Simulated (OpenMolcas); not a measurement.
What dynamic correlation does to the levels of Ar³⁺

```yaml
Program: OpenMolcas 26.06
Basis: ANO-L-VDZP [4s3p1d]
Scalar_Hamiltonian: non-relativistic, point nucleus
Active_space: 5 electrons in 8 orbitals (3s 3p 4s 4p)
State_averaging: 2S+1 = 4 odd, 1 root; 2S+1 = 2 odd, 9 roots; 2S+1 = 4 even, 3 roots; 2S+1 = 2 even, 9 roots
Spin-orbit_coupling: state interaction with AMFI integrals over the reference wave functions, term energies averaged over their components
```

Methods on the same reference wave functions:
A. CASSCF
B. SS-CASPT2, IPEA 0.25 Eh, imaginary shift 0.1 Eh (closed shells correlated: 2s 2p)

Energies in cm⁻¹ above 3s² 3p³ ⁴S°_3/2, the measured ground level; measured values from Saloman, J. Phys. Chem. Ref. Data 39, 033101 (2010).

```csv
Level,A,B,Measured
3s² 3p³ ⁴S°_3/2,0.0,0.0,0.0
3s² 3p³ ²D°_3/2,25562,24170,21091
3s² 3p³ ²D°_5/2,25750,24310,21220
3s² 3p³ ²P°_1/2,35461,37290,34855
3s² 3p³ ²P°_3/2,35659,37440,35032
3s 3p⁴ ⁴P_5/2,123629,119800,117563
3s 3p⁴ ⁴P_3/2,124553,120720,118516
3s 3p⁴ ⁴P_1/2,125080,121250,119043
3s 3p⁴ ²D_3/2,173723,156560,145921
3s 3p⁴ ²D_5/2,173823,156670,145999
3s 3p⁴ ²S_1/2,198403,188640,177832
```

Deviations, from unrounded energies. A percentage is the sum of absolute deviations over the sum of measured energies, with the sign that they share, or ± where signs differ.

| Against measurement | Levels | A | B |
| --- | --- | --- | --- |
| mean absolute deviation (cm-1) | 10 | 10000 | 5000 |
| other terms of the ground configuration (%) | 4 | +9.1 | +9.8 |
| other configurations (%) | 6 | +11.4 | +4.7 |

B lies closest to measurement on these levels. The largest miss of B in the table is 3s 3p⁴ ²S_1/2, by +11000 cm-1. The ranking rests on the paired levels alone, and a cruder setting can come out closer through cancelling errors.

From A to B the spin-free energies of the other terms of 3s² 3p³ shown, above ⁴S°, scale by factors of 0.94 to 1.05.

The lowest spin-free term lies below A's lowest term by 0.087 hartree in B.

CASPT2 does not keep the components of a term degenerate, so their means are used; among the terms shown or strongly mixed into the levels shown the widest spread is 1400 cm-1 (3s 3p⁴ ²D, B). Over all roots computed the reference weight is 0.87 to 0.98 in B; the roots of lowest weight are the least certain, and an intruder state may touch them. The run also gave levels led by 3s² 3p² 4p, which use shells meant for correlation; these and all levels above them are left out. Terms of s pⁿ other than that of highest spin mix with s² pⁿ⁻² d, which this space lacks; all of them can be thousands of cm-1 off, and some have no real level of that name. The basis is small and was not contracted for so high a charge. Measured partners are found by configuration, term and J. A level has none where our copy of the source lacks it or the pairing is in doubt (some pairs that miss far off the trend of their configuration count as doubtful), and it then counts in no deviation. Levels of configurations outside the active space are missing. Levels that lie high or do not pair safely by name in every column are left out.

° marks odd parity.
